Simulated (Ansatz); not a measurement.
**Question.** Name a neutral molecule of F, S, Sn and H with LUMO energy (ωB97M-V/def2-TZVPP) between -1.10 and -0.80 eV and HOMO energy (ωB97M-V/def2-TZVPP) between -9.70 and -9.40 eV (Ansatz, PBE0-D4/def2-TZVP geometry).

**Answer.** `[F][Sn][SH]` (-0.87 eV, -9.55 eV). Other molecules can fit too; these were computed, each in one conformer that needn't be the lowest.
